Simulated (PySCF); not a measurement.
C3H6O, charge -1, doublet, at a GFN2-xTB geometry (a state made from the parent by changing its charge; the spin is typed, not shown lowest) (in this run its highest filled SCF level lies above zero, so its values depend strongly on the basis, on diffuse functions most of all); PySCF with BLYP/STO-3G.

Input for PySCF:
```python
from pyscf import gto, scf, dft

mol = gto.Mole()
mol.atom = '''
    C    -1.230008   -0.018156   -0.704021
    C    -0.022944    0.163945    0.205020
    C     1.288667    0.163128   -0.567117
    O    -0.059044   -0.270273    1.444134
    H    -1.225584   -0.978449   -1.264640
    H    -1.278779    0.780097   -1.459339
    H    -2.146882    0.008630   -0.114040
    H     2.123299    0.315979    0.118069
    H     1.481888   -0.783577   -1.117473
    H     1.304118    0.966003   -1.318943
'''
mol.basis = 'sto-3g'
mol.charge = -1
mol.spin = 1
mol.verbose = 4
mol.build()

mf = dft.UKS(mol)
mf.xc = 'blyp'
mf.grids.atom_grid = (50, 194)
mf.kernel()
mf.analyze()
```

Question: What does PySCF print? Leave out banner, timings and long lists.

Answer: 
```
PySCF version 2.14.0

[INPUT] verbose = 4
[INPUT] num. atoms = 10
[INPUT] num. electrons = 33
[INPUT] charge = -1
[INPUT] spin (= nelec alpha-beta = 2S) = 1
[INPUT] symmetry False subgroup None
[INPUT] Mole.unit = angstrom
[INPUT] Symbol           X                Y                Z      unit          X                Y                Z       unit  Magmom
[INPUT]  1 C     -1.230008000000  -0.018156000000  -0.704021000000 AA   -2.324378251024  -0.034309867518  -1.330406875942 Bohr   0.0
[INPUT]  2 C     -0.022944000000   0.163945000000   0.205020000000 AA   -0.043357876202   0.309811149492   0.387431650058 Bohr   0.0
[INPUT]  3 C      1.288667000000   0.163128000000  -0.567117000000 AA    2.435227695765   0.308267243248  -1.071695810585 Bohr   0.0
[INPUT]  4 O     -0.059044000000  -0.270273000000   1.444134000000 AA   -0.111576989299  -0.510741948865   2.729017747173 Bohr   0.0
[INPUT]  5 H     -1.225584000000  -0.978449000000  -1.264640000000 AA   -2.316018102649  -1.849000636855  -2.389823246170 Bohr   0.0
[INPUT]  6 H     -1.278779000000   0.780097000000  -1.459339000000 AA   -2.416542083845   1.474169680595  -2.757751032897 Bohr   0.0
[INPUT]  7 H     -2.146882000000   0.008630000000  -0.114040000000 AA   -4.057019001758   0.016308336455  -0.215504367245 Bohr   0.0
[INPUT]  8 H      2.123299000000   0.315979000000   0.118069000000 AA    4.012453590563   0.597113771114   0.223118073801 Bohr   0.0
[INPUT]  9 H      1.481888000000  -0.783577000000  -1.117473000000 AA    2.800362467279  -1.480745927508  -2.111717921596 Bohr   0.0
[INPUT] 10 H      1.304118000000   0.966003000000  -1.318943000000 AA    2.464425854116   1.825481105508  -2.492441043912 Bohr   0.0

nuclear repulsion = 116.711100334701
number of shells = 18
number of NR pGTOs = 78
number of NR cGTOs = 26
basis = sto-3g
ecp = {}

******** <class 'pyscf.dft.uks.UKS'> ********
method = UKS
initial guess = minao
damping factor = 0
level_shift factor = 0
DIIS = <class 'pyscf.scf.diis.CDIIS'>
diis_start_cycle = 1
diis_space = 8
diis_damp = 0
SCF conv_tol = 1e-09
SCF conv_tol_grad = None
SCF max_cycles = 50
direct_scf = True
direct_scf_tol = 1e-13
number electrons alpha = 17  beta = 16
XC library pyscf.dft.libxc version 7.1.2
    S. Lehtola, C. Steigemann, M. J. T. Oliveira, and M. A. L. Marques,  SoftwareX 7, 1–5 (2018)
XC functionals = blyp
    A. D. Becke,  Phys. Rev. A 38, 3098 (1988)
    C. Lee, W. Yang, and R. G. Parr,  Phys. Rev. B 37, 785 (1988)
    B. Miehlich, A. Savin, H. Stoll, and H. Preuss,  Chem. Phys. Lett. 157, 200 (1989)
radial grids:
    Treutler-Ahlrichs [JCP 102, 346 (1995); DOI:10.1063/1.469408] (M4) radial grids

becke partition: Becke, JCP 88, 2547 (1988); DOI:10.1063/1.454033
pruning grids: <function nwchem_prune>
grids dens level: 3
symmetrized grids: False
atomic radii adjust function: <function treutler_atomic_radii_adjust>
User specified grid scheme (50, 194)
small_rho_cutoff = 0
Set gradient conv threshold to 3.16228e-05
tot grids = 66008
init E= -190.658949728523

cycle= 1 E= -190.178411090565  delta_E= 0.481  |g|= 0.422  |ddm|= 2.81
cycle= 2 E= -188.139090183704  delta_E= 2.04  |g|= 1.76  |ddm|= 3.93
cycle= 3 E= -190.330635251103  delta_E= -2.19  |g|= 0.191  |ddm|= 3.53
cycle= 4 E= -190.349891258681  delta_E= -0.0193  |g|= 0.0792  |ddm|= 0.287
cycle= 5 E= -190.353970337714  delta_E= -0.00408  |g|= 0.016  |ddm|= 0.119
cycle= 6 E= -190.354141646065  delta_E= -0.000171  |g|= 0.00465  |ddm|= 0.0274
cycle= 7 E= -190.354156544532  delta_E= -1.49e-05  |g|= 0.000452  |ddm|= 0.00878
cycle= 8 E= -190.354156687368  delta_E= -1.43e-07  |g|= 0.000103  |ddm|= 0.00089
cycle= 9 E= -190.354156694882  delta_E= -7.51e-09  |g|= 1.78e-05  |ddm|= 0.000179
cycle= 10 E= -190.354156695167  delta_E= -2.85e-10  |g|= 4.3e-06  |ddm|= 4.16e-05
Extra cycle  E= -190.354156695149  delta_E= 1.78e-11  |g|= 7.55e-06  |ddm|= 1.76e-05
converged SCF energy = -190.354156695149  <S^2> = 0.75069371  2S+1 = 2.0006936
**** SCF Summaries ****
Total Energy =                        -190.354156695149356
Nuclear Repulsion Energy =             116.711100334701499
One-electron Energy =                 -500.395329452383692
Two-electron Energy =                  193.330072422532822
Two-electron Coulomb Energy =          220.899552657532070
DFT Exchange-Correlation Energy =      -27.569480234999244
**** MO energy ****
                             alpha | beta                alpha | beta
MO #1   energy= -18.0356981113349  | -18.0277548662508  occ= 1 | 1
MO #2   energy= -9.47161159492423  | -9.47164354210606  occ= 1 | 1
MO #3   energy= -9.47155063029784  | -9.47158204780468  occ= 1 | 1
MO #4   energy= -9.33875777659417  | -9.33345745360246  occ= 1 | 1
MO #5   energy= -0.457070919964207 | -0.436803562822132 occ= 1 | 1
MO #6   energy= -0.350619414635961 | -0.343978712070001 occ= 1 | 1
MO #7   energy= -0.326483688276825 | -0.325418108302676 occ= 1 | 1
MO #8   energy= -0.122383767960273 | -0.114085193010422 occ= 1 | 1
MO #9   energy= -0.0845226455456941 | -0.0799957747517107 occ= 1 | 1
MO #10  energy= -0.0767991490402546 | -0.0722073834872559 occ= 1 | 1
MO #11  energy= -0.0677815401603852 | -0.0662559330667858 occ= 1 | 1
MO #12  energy= -0.0529850576472193 | -0.050214648758517 occ= 1 | 1
MO #13  energy= 0.0260914428008531 | 0.0303090385954323 occ= 1 | 1
MO #14  energy= 0.126391053959541  | 0.143003747949168  occ= 1 | 1
MO #15  energy= 0.166880309635668  | 0.216335329074248  occ= 1 | 1
MO #16  energy= 0.300395301962844  | 0.313475308215788  occ= 1 | 1
MO #17  energy= 0.382729301278966  | 0.441166350095424  occ= 1 | 0
MO #18  energy= 0.60993614275962   | 0.61254599403811   occ= 0 | 0
MO #19  energy= 0.632977046501445  | 0.637997503112227  occ= 0 | 0
MO #20  energy= 0.645702502838796  | 0.64950549818522   occ= 0 | 0
MO #21  energy= 0.652177581729166  | 0.653558355527706  occ= 0 | 0
MO #22  energy= 0.659321538968731  | 0.667405266347727  occ= 0 | 0
MO #23  energy= 0.672777373485526  | 0.675103790852187  occ= 0 | 0
MO #24  energy= 0.706286596464627  | 0.720446123531631  occ= 0 | 0
MO #25  energy= 0.79940360943565   | 0.808029323738089  occ= 0 | 0

To work with the spin densities directly, `use mulliken_meta_spin()` only printing them here.

 ** Mulliken spin pop alpha/beta on meta-lowdin orthogonal AOs **
 ** Mulliken Spin Density (per AO)  **
spin_pop of  0 C 1s        0.00000
spin_pop of  0 C 2s       -0.00158
spin_pop of  0 C 2px       0.00035
spin_pop of  0 C 2py      -0.00037
spin_pop of  0 C 2pz      -0.00428
spin_pop of  1 C 1s       -0.00000
spin_pop of  1 C 2s        0.03856
spin_pop of  1 C 2px       0.00779
spin_pop of  1 C 2py       0.34488
spin_pop of  1 C 2pz       0.00393
spin_pop of  2 C 1s        0.00000
spin_pop of  2 C 2s       -0.00158
spin_pop of  2 C 2px      -0.00238
spin_pop of  2 C 2py       0.00186
spin_pop of  2 C 2pz      -0.00378
spin_pop of  3 O 1s       -0.00000
spin_pop of  3 O 2s        0.00417
spin_pop of  3 O 2px       0.00710
spin_pop of  3 O 2py       0.47999
spin_pop of  3 O 2pz       0.03752
spin_pop of  4 H 1s        0.03186
spin_pop of  5 H 1s        0.01000
spin_pop of  6 H 1s        0.00205
spin_pop of  7 H 1s        0.00205
spin_pop of  8 H 1s        0.03186
spin_pop of  9 H 1s        0.01000
 ** Mulliken Spin Density (per atom)  **
spin density of  0 C =     -0.00588
spin density of  1 C =      0.39516
spin density of  2 C =     -0.00587
spin density of  3 O =      0.52877
spin density of  4 H =      0.03186
spin density of  5 H =      0.01000
spin density of  6 H =      0.00205
spin density of  7 H =      0.00205
spin density of  8 H =      0.03186
spin density of  9 H =      0.01000
 ** Mulliken pop alpha/beta on meta-lowdin orthogonal AOs **
 ** Mulliken pop       alpha | beta **
pop of  0 C 1s        0.99976 | 0.99976
pop of  0 C 2s        0.51991 | 0.52149
pop of  0 C 2px       0.54284 | 0.54249
pop of  0 C 2py       0.50149 | 0.50186
pop of  0 C 2pz       0.51476 | 0.51904
pop of  1 C 1s        0.99983 | 0.99983
pop of  1 C 2s        0.55634 | 0.51778
pop of  1 C 2px       0.44322 | 0.43543
pop of  1 C 2py       0.85837 | 0.51349
pop of  1 C 2pz       0.43606 | 0.43212
pop of  2 C 1s        0.99976 | 0.99976
pop of  2 C 2s        0.51991 | 0.52149
pop of  2 C 2px       0.54670 | 0.54909
pop of  2 C 2py       0.50304 | 0.50118
pop of  2 C 2pz       0.50933 | 0.51310
pop of  3 O 1s        0.99995 | 0.99995
pop of  3 O 2s        0.90938 | 0.90522
pop of  3 O 2px       0.93200 | 0.92489
pop of  3 O 2py       0.94844 | 0.46846
pop of  3 O 2pz       0.66432 | 0.62681
pop of  4 H 1s        0.53124 | 0.49938
pop of  5 H 1s        0.51392 | 0.50392
pop of  6 H 1s        0.50213 | 0.50008
pop of  7 H 1s        0.50214 | 0.50008
pop of  8 H 1s        0.53125 | 0.49939
pop of  9 H 1s        0.51392 | 0.50392
In total            17.00000 | 16.00000
 ** Mulliken atomic charges   ( Nelec_alpha | Nelec_beta ) **
charge of  0C =     -0.16338  (     3.07875      3.08463 )
charge of  1C =     -0.19246  (     3.29381      2.89865 )
charge of  2C =     -0.16337  (     3.07875      3.08462 )
charge of  3O =     -0.37941  (     4.45409      3.92532 )
charge of  4H =     -0.03062  (     0.53124      0.49938 )
charge of  5H =     -0.01784  (     0.51392      0.50392 )
charge of  6H =     -0.00221  (     0.50213      0.50008 )
charge of  7H =     -0.00222  (     0.50214      0.50008 )
charge of  8H =     -0.03063  (     0.53125      0.49939 )
charge of  9H =     -0.01785  (     0.51392      0.50392 )

WARN: System has nonzero charge -1; the dipole moment is origin-dependent.
Location of origin: [0. 0. 0.]

Dipole moment(X, Y, Z, Debye):  0.10532,  0.06982, -2.03112
```
